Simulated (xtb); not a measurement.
H2Cl2Si (SMILES Cl[SiH2]Cl), singlet, from a rough starting geometry; GFN2-xTB run with xtb 6.7.1.

Here is a job for xtb.
```
$ xtb mol.xyz --gfn 2 --opt vtight --json

# file mol.xyz
5

Si     0.03178492    -0.10419922    -0.01855608
Cl     1.66946984     0.94250799     0.01848707
Cl    -1.64186169     1.10413576    -0.08541282
H     -0.05541625    -0.84659225     1.24414793
H     -0.01164117    -1.02517267    -1.21634392
```

What the program printed (banner, timings and long lists left out):

```
   ID    Z sym.   atoms
    1   14 Si     1
    2   17 Cl     2, 3
    3    1 H      4, 5

           -------------------------------------------------
          |                Calculation Setup                |
           -------------------------------------------------

           -------------------------------------------------
          |                 G F N 2 - x T B                 |
           -------------------------------------------------

          ...................................................
          :                      SETUP                      :
          :.................................................:
          :  # basis functions                  32          :
          :  # atomic orbitals                  29          :
          :  # shells                           11          :
          :  # electrons                        20          :
          :  max. iterations                   250          :
          :  Hamiltonian                  GFN2-xTB          :
          :  restarted?                      false          :
          :  GBSA solvation                  false          :
          :  PC potential                    false          :
          :  electronic temp.          300.0000000     K    :
          :  accuracy                    1.0000000          :
          :  -> integral cutoff          0.2500000E+02      :
          :  -> integral neglect         0.1000000E-07      :
          :  -> SCF convergence          0.1000000E-05 Eh   :
          :  -> wf. convergence          0.1000000E-03 e    :
          :  Broyden damping             0.4000000          :
          :  net charge                          0          :
          :  unpaired electrons                  0          :
          ...................................................

 iter      E             dE          RMSdq      gap      omega  full diag
   1    -11.8742485 -0.118742E+02  0.881E+00    7.25       0.0  T
   2    -11.9596198 -0.853712E-01  0.274E+00    5.63       1.0  T
   3    -11.9659783 -0.635857E-02  0.296E+00    6.26       1.0  T
   4    -11.9711924 -0.521403E-02  0.118E+00    5.94       1.0  T
   5    -11.9662426  0.494975E-02  0.158E+00    6.23       1.0  T
   6    -11.9712963 -0.505370E-02  0.216E-01    5.97       1.0  T
   7    -11.9713578 -0.614869E-04  0.962E-02    5.95       1.0  T
   8    -11.9713570  0.825218E-06  0.878E-02    5.93       1.0  T
   9    -11.9713792 -0.222766E-04  0.400E-02    5.94       1.1  T
  10    -11.9713825 -0.322538E-05  0.138E-02    5.95       3.2  T
  11    -11.9713827 -0.240450E-06  0.110E-02    5.95       4.1  T
  12    -11.9713830 -0.315475E-06  0.628E-03    5.95       7.1  T
  13    -11.9713831 -0.563577E-07  0.149E-03    5.95      30.1  T
  14    -11.9713831  0.812097E-10  0.104E-03    5.95      42.8  T
  15    -11.9713831 -0.104176E-08  0.758E-04    5.95      59.0  T
  16    -11.9713831 -0.136044E-08  0.231E-04    5.95     193.9  T

   *** convergence criteria satisfied after 16 iterations ***

         :::::::::::::::::::::::::::::::::::::::::::::::::::::
         ::                     SUMMARY                     ::
         :::::::::::::::::::::::::::::::::::::::::::::::::::::
         :: total energy             -11.939244031156 Eh    ::
         :: gradient norm              0.046459449972 Eh/a0 ::
         :: HOMO-LUMO gap              5.947904559157 eV    ::
         ::.................................................::
         :: SCC energy               -11.971382525205 Eh    ::
         :: -> isotropic ES            0.023127147747 Eh    ::
         :: -> anisotropic ES         -0.000194551642 Eh    ::
         :: -> anisotropic XC          0.000874763507 Eh    ::
         :: -> dispersion             -0.003312472505 Eh    ::
         :: repulsion energy           0.032138494050 Eh    ::
         :: add. restraining           0.000000000000 Eh    ::
         :: total charge              -0.000000000000 e     ::
[...]
 * total energy  :   -11.9392440 Eh     change       -0.1184759E-09 Eh
 * total energy  :   -11.9421120 Eh     change       -0.2867935E-02 Eh
 * total energy  :   -11.9421515 Eh     change       -0.3949997E-04 Eh
 * total energy  :   -11.9424435 Eh     change       -0.2920798E-03 Eh
 * total energy  :   -11.9424174 Eh     change        0.2616263E-04 Eh
 * total energy  :   -11.9424487 Eh     change       -0.3133424E-04 Eh
 * total energy  :   -11.9424475 Eh     change        0.1250118E-05 Eh
 * total energy  :   -11.9424490 Eh     change       -0.1511332E-05 Eh
 * total energy  :   -11.9424490 Eh     change        0.7784493E-09 Eh
 * total energy  :   -11.9424490 Eh     change       -0.6037588E-08 Eh
   *** GEOMETRY OPTIMIZATION CONVERGED AFTER 10 ITERATIONS ***
         :: total energy             -11.942448984339 Eh    ::
[...]
      -------------------------------------------------------------
         1        2.0000           -1.0753514             -29.2618
         2        2.0000           -1.0592540             -28.8238
         3        2.0000           -0.7113445             -19.3567
         4        2.0000           -0.4813317             -13.0977
         5        2.0000           -0.4813062             -13.0970
         6        2.0000           -0.4799834             -13.0610
         7        2.0000           -0.4482497             -12.1975
         8        2.0000           -0.4459403             -12.1347
         9        2.0000           -0.4409647             -11.9993
        10        2.0000           -0.4357402             -11.8571 (HOMO)
        11                         -0.2122354              -5.7752 (LUMO)
        12                         -0.2026643              -5.5148
        13                         -0.1727575              -4.7010
        14                         -0.0645573              -1.7567
        15                         -0.0638662              -1.7379
        16                         -0.0344295              -0.9369
        17                          0.0049123               0.1337
        18                          0.0092680               0.2522
        19                          0.0094196               0.2563
        20                          0.0094912               0.2583
        21                          0.0098463               0.2679
       ...                                ...                  ...
        29                          0.7567773              20.5930
      -------------------------------------------------------------
                  HL-Gap            0.2235048 Eh            6.0819 eV
             Fermi-level           -0.3239878 Eh           -8.8162 eV

     #   Z          covCN         q      C6AA      α(0)
     1  14 Si       3.450     0.508   102.841    19.763
     2  17 Cl       0.809    -0.212   105.721    15.729
     3  17 Cl       0.809    -0.212   105.721    15.729
     4   1 H        0.921    -0.042     3.910     3.092
     5   1 H        0.921    -0.042     3.910     3.092

 Mol. C6AA /au·bohr⁶  :       1187.269129
 Mol. C8AA /au·bohr⁸  :      53267.505270
 Mol. α(0) /au        :         57.406040

Wiberg/Mayer (AO) data.
largest (>0.10) Wiberg bond orders for each atom

 ---------------------------------------------------------------------------
     #   Z sym  total        # sym  WBO       # sym  WBO       # sym  WBO
 ---------------------------------------------------------------------------
     1  14 Si   4.053 --     2 Cl   1.140     3 Cl   1.140     5 H    0.886
                             4 H    0.886
     2  17 Cl   1.258 --     1 Si   1.140
     3  17 Cl   1.258 --     1 Si   1.140
     4   1 H    0.998 --     1 Si   0.886
     5   1 H    0.998 --     1 Si   0.886
 ---------------------------------------------------------------------------

Topologies differ in total number of bonds
Writing topology from bond orders to xtbtopo.mol

molecular dipole:
                 x           y           z       tot (Debye)
 q only:       -0.031      -0.795       0.035
   full:       -0.025      -0.641       0.028       1.632
molecular quadrupole (traceless):
                xx          xy          yy          xz          yz          zz
 q only:       -2.922       0.128       0.413      -0.144       0.123       2.509
  q+dip:       -4.084       0.170       0.417      -0.205       0.172       3.667
   full:       -3.291       0.143       0.459      -0.162       0.132       2.831

optimized geometry written to: xtbopt.xyz

           -------------------------------------------------
          | TOTAL ENERGY              -11.942448984339 Eh   |
          | GRADIENT NORM               0.000004508883 Eh/α |
          | HOMO-LUMO GAP               6.081875906098 eV   |
           -------------------------------------------------

normal termination of xtb
```
